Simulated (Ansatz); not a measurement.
The same redistribution along the group Ti, Zr, Hf.

Isolated molecules relaxed with PBE0-D4/def2-TZVP in Ansatz; ΔE leaves out vibrations. CCSD(T)/CBS is the MP2 limit (def2-TZVPP, def2-QZVPP) plus CCSD(T) − MP2 in def2-TZVPP, frozen cores. Functionals use def2-TZVPP. def2 core potentials past Kr. For Br, Ga, Hf, Ti, Zr outer-core shells are correlated without core-valence functions, which leaves a few kJ/mol of doubt a bond. Scalar relativity is left out up to krypton. Each species was taken in one conformer, which may not be the lowest.

```
                                                                                               reaction  revPBE-D4 (kJ/mol)  MP2/CBS(def2) (kJ/mol)  CCSD(T)/def2-SVP (kJ/mol)  LDA (SPW92) (kJ/mol)
`[CH3][Ti]([OH])([OH])[OH]` + `[OH][Ga]([OH])[Br]` → `[OH][Ti]([OH])([OH])[Br]` + `[CH3][Ga]([OH])[OH]`                 -68                     -67                        -58                   -74
`[CH3][Zr]([OH])([OH])[OH]` + `[OH][Ga]([OH])[Br]` → `[OH][Zr]([OH])([OH])[Br]` + `[CH3][Ga]([OH])[OH]`                 -86                     -96                        -85                   -93
`[CH3][Hf]([OH])([OH])[OH]` + `[OH][Ga]([OH])[Br]` → `[OH][Hf]([OH])([OH])[Br]` + `[CH3][Ga]([OH])[OH]`                 -81                     -91                        -77                   -87
```

Question: Give the CCSD(T)/CBS values in the same order. (Best estimate.)

Answer: Ansatz gave: -60, -92, -87 kJ/mol.

Largest T1 diagnostic: 0.023, for `[CH3][Ti]([OH])([OH])[OH]`.
